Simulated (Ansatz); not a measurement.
Geometry optimisation, UHF/def2-SVP in Ansatz 0.2.0.

Input:

```yaml
crystal:
  periodic: [false, false, false]
  atoms:
    - { symbol: Si, position_ang: [0.0, 0.0, 0.0] }
    - { symbol: Cl, position_ang: [0.0, 0.0, 2.38] }
    - { symbol: O, position_ang: [1.5842, 0.0, -0.5594] }
    - { symbol: H, position_ang: [1.9006, -0.9521, -0.6761] }
    - { symbol: O, position_ang: [-0.7913, 1.3709, -0.5594] }
    - { symbol: H, position_ang: [-1.7491, 1.1401, -0.7818] }
    - { symbol: H, position_ang: [-0.6877, -1.1914, -0.4862] }
    - { symbol: "N", position_ang: [0.0, 0.0, 4.41] }
    - { symbol: H, position_ang: [-0.496, -0.7725, 4.94] }
    - { symbol: H, position_ang: [0.496, 0.7725, 4.94] }
magnetization:
  spin_polarized: true
  initial_magnetization: 1
basis:
  gaussian: { orbitals: def2-SVP }
hamiltonian:
  xc: hf
relax:
  f_tol: 0.15
  max_steps: 25
  restrain:
    - { distance: [1, 7], at: 2.93, k: 30.0 }
    - { distance: [0, 1], at: 2.13, k: 30.0 }
```

Launched with:

```bash
$ ansatz run input.yaml --threads 2 --pin off --max-ram 3072MiB --backend cpu --events-out ev --progress --plain --runs-dir out
```

Task: Where does it end, and by what steps?

Result: The run converged. The restraints hold the end off the free minimum; the threshold counts their pulls, which the force column leaves out. Restrained pairs: Cl2–N8 (2.03 → 2.94 Å), Si1–Cl2 (2.38 → 2.11 Å). After 14 steps the energy has fallen by 3.615 eV (the restraints' own energy left out); H4 moved furthest, 0.77 Å. The start is strongly strained (largest force component 9 eV/Å).

```csv
step,energy less start (eV),largest force component (eV/Å),accepted
0,0.0000,9.105,yes
1,-1.9614,4.646,yes
2,-2.5137,2.968,yes
3,-2.8878,2.589,yes
4,-3.3142,1.388,yes
5,-3.4939,1.123,yes
6,-3.5486,1.043,yes
7,-3.5759,1.046,yes
8,-3.5984,0.918,yes
9,-3.5899,1.236,no
10,-3.6036,0.921,yes
11,-3.6072,0.892,yes
12,-3.6017,0.905,no
13,-3.6097,0.900,yes
14,-3.6145,0.920,yes
```

```xyz
10
Properties=species:S:1:pos:R:3
Si -0.104 -0.144 -0.145
Cl -0.059 -0.291 1.961
O 1.427 -0.172 -0.680
H 2.135 -0.468 -0.129
O -0.756 1.273 -0.604
H -1.691 1.406 -0.591
H -0.902 -1.277 -0.617
N 0.380 -0.260 4.869
H -0.621 -0.435 4.871
H 0.447 0.735 4.673
```

Run time: 38 s on 2 threads of Arm Neoverse V1 (shared host), peak memory 0.31 GiB.
